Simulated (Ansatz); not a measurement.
CH₆FNOSi₂, SMILES `N[Si]1(F)CO[SiH2]1`, relaxed with RKS PBE-D4/def2-SVP in Ansatz 0.2.0 from a rough embedded geometry. The force threshold is 0.03 eV/Å; the program also tests the step.

The species carries charge 0 and has multiplicity 1.

Start:

```xyz
12

N    -0.658   -1.505    1.338
Si   -0.332   -0.621   -0.136
F    -1.186   -1.293   -1.309
C    -0.593    1.319    0.022
O     0.520    1.632   -0.944
Si    1.567    0.379   -0.663
H    -1.633   -1.496    1.475
H    -0.369   -2.434    1.147
H    -1.579    1.623   -0.430
H    -0.446    1.706    0.959
H     2.468    0.721    0.439
H     2.240   -0.032   -1.899
```

(1) By how much does the energy fall, and how many steps does the optimiser take? (Best estimate.)

(2) Which bonds change most? (An estimate is asked.)

(3) Give the relaxed structure. (Estimate.)

## Answers

(1) Computed: 0.84 eV, in 14 steps, 2 of them rejected.

(2) The calculation gave: Si2–Si6 from 2.210 to 2.334 Å; C4–H10 from 1.025 to 1.112 Å; O5–Si6 from 1.657 to 1.719 Å; Si2–F3 from 1.599 to 1.654 Å.

(3) The calculation gave: 
```xyz
12

N    -0.631   -1.444    1.293
Si   -0.464   -0.627   -0.221
F    -1.365   -1.315   -1.426
C    -0.703    1.282   -0.099
O     0.689    1.687   -0.203
Si    1.624    0.318   -0.659
H    -1.544   -1.478    1.757
H    -0.123   -2.319    1.447
H    -1.301    1.718   -0.931
H    -1.129    1.654    0.858
H     2.805    0.119    0.255
H     2.145    0.405   -2.071
```
